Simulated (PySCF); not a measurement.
## [Yb(H2O)]+: one run

[Yb(H2O)]+ (doublet). PySCF 2.14.0, UKS PBE0, Yb def2-SVP with ECP28, O def2-SVP, H def2-SVP; non-relativistic Hamiltonian with scalar-relativistic core potentials where named; density fitting; no spin-orbit coupling. Purpose: one electron added, vertical, doublet.

```python
mol = gto.M(atom='''
Yb    -0.00000     0.00000    -0.03856
O      0.00000     0.00000     2.23235
H      0.76812    -0.00000     2.83703
H     -0.76812     0.00000     2.83703''',
    basis={'Yb': 'def2-SVP', 'O': 'def2-SVP', 'H': 'def2-SVP'},
    ecp={'Yb': 'def2-SVP'},
    charge=1, spin=1)
mf = dft.UKS(mol, xc='PBE0')
mf.grids.atom_grid = (50, 194)  # f atoms: unpruned, at least (60, 302)
mf = mf.density_fit()  # fitting sets: Yb def2-universal-JKFIT, O def2-universal-JKFIT, H def2-universal-JKFIT
mf.conv_tol = 1e-08; mf.max_cycle = 55
mf.kernel(dm0)  # dm0: converged density of the relaxed state
```

Run from Python with OMP_NUM_THREADS=2; the lines above give its settings. Where DIIS fails, smearing, a level shift and second-order steps follow.
It took 12 s on 2 threads of Intel(R) Xeon(R) Processor @ 2.50GHz (Skylake/Cascade Lake), with other jobs on the host, from an already converged density.

(1) Where do the frontier levels lie, over both spins?

(2) What does the SCF print?

(3) What are the Mulliken charges and spins?

(4) How does its energy compare with the relaxed singlet of charge +2 in vacuum?

Open shells may have lower solutions than the one found.

Results:

(1) HOMO -8.73 eV, LUMO -6.45 eV. 

(2) 
```
init E= -1234.88307465276
cycle= 1 E= -1235.25257453762  delta_E= -0.369  |g|= 0.104  |ddm|= 1.86
cycle= 2 E= -1235.25625406989  delta_E= -0.00368  |g|= 0.21  |ddm|= 0.655
cycle= 3 E= -1235.26077552861  delta_E= -0.00452  |g|= 0.0363  |ddm|= 0.0635
cycle= 4 E= -1235.26100049925  delta_E= -0.000225  |g|= 0.0115  |ddm|= 0.0331
...
cycle= 9 E= -1235.26104346112  delta_E= -1.05e-07  |g|= 5.44e-05  |ddm|= 0.00132
cycle= 10 E= -1235.2610434677  delta_E= -6.58e-09  |g|= 2.49e-05  |ddm|= 0.000253
Extra cycle  E= -1235.26104346821  delta_E= -5.13e-10  |g|= 4.98e-05  |ddm|= 5.2e-05
converged SCF energy = -1235.26104346821  <S^2> = 0.75038785  2S+1 = 2.0003878
```

(3) 
```csv
atom,charge (e),spin (e)
Yb1,0.815,0.990
O2,-0.304,-0.004
H3,0.245,0.007
H4,0.245,0.007
```

(4) It lies 10.565 eV lower.
